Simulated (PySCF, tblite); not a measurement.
A database entry of computed molecular properties. Lists by class give the value and the number of equivalent atoms.

```json
{
 "formula": "C3H9O2Si",
 "smiles": "[CH2]C[Si@H](O)OC",
 "charge": 0,
 "multiplicity": 2,
 "geometry_level": "GFN2-xTB",
 "atoms_angstrom": [
  ["C", 2.629, 0.156, -0.461],
  ["C", 1.521, -0.686, -0.026],
  ["Si", -0.121, 0.139, -0.591],
  ["O", -0.254, 1.657, -0.01],
  ["O", -1.306, -0.747, 0.057],
  ["C", -2.674, -0.449, 0.088],
  ["H", 3.012, 0.078, -1.459],
  ["H", 2.945, 0.991, 0.134],
  ["H", 1.501, -0.786, 1.058],
  ["H", 1.582, -1.678, -0.468],
  ["H", -0.204, 0.195, -2.051],
  ["H", 0.466, 2.275, -0.093],
  ["H", -2.837, 0.586, 0.389],
  ["H", -3.116, -0.603, -0.899],
  ["H", -3.147, -1.12, 0.806]
 ],
 "electronic_structure_code": "PySCF",
 "results": {
  "GFN2-xTB geometry": {
   "point_group": "C1",
   "rotational_constants_GHz": [5.894, 1.721, 1.443]
  },
  "GFN2-xTB harmonic vibrations, gas phase": {
   "strongest_ir_bands_cm-1_km_per_mol_modes": [
    [705.3, 160.7, 1],
    [768.2, 101.2, 1],
    [823.5, 325.5, 1],
    [891.8, 171.9, 1],
    [1125.4, 150.7, 1],
    [2249.6, 277.2, 1]
   ],
   "zpe_kcal_per_mol": 71.4
  },
  "UKS B3LYP, pcH-1 on C H O Si, non-relativistic, mean-field spin-orbit, GIAO": {
   "g_iso": 2.0027,
   "g_tensor": [2.0021, 2.00255, 2.00345],
   "s2": 0.754,
   "a_iso_by_class_MHz": [
    ["29Si", -178.8, 1],
    ["13C", 92.7, 1],
    ["1H", -59.5, 2],
    ["1H", 54.3, 1],
    ["1H", 46.8, 1]
   ],
   "spin_populations_mulliken_by_atom": [1.02, -0.06, 0.07, 0.0, 0.0, 0.0, -0.04, -0.04, 0.02, 0.02, 0.0, 0.0, 0.0, 0.0, 0.0]
  }
 }
}
```

g_iso is shifted by about +380 ppm from the free-electron value 2.002319; the principal values span 0.0013. At 9.50 GHz, hν = g·μB·B₀ (B₀ the magnetic field) puts the centre of the isotropic spectrum, to first order, at 338.9 mT.

 In GFN2-xTB open shells enter through the occupations alone, without spin polarisation, so single modes can be far off. Hyperfine couplings depend on the geometry, which wasn't re-optimised at a DFT level. Couplings of like nuclei are plain means over topologically equivalent atoms, as if these changed places fast (by rotation of a methyl-like group, say); in this geometry the members of some sets differ.

The values belong to the conformer `[CH2:1][CH2:2][Si@H:3]([OH:4])[O:5][CH3:6]`: C1–C2–Si3–O4 -57°, C2–Si3–O5–C6 171°, H–O4–Si3–C2 49°.
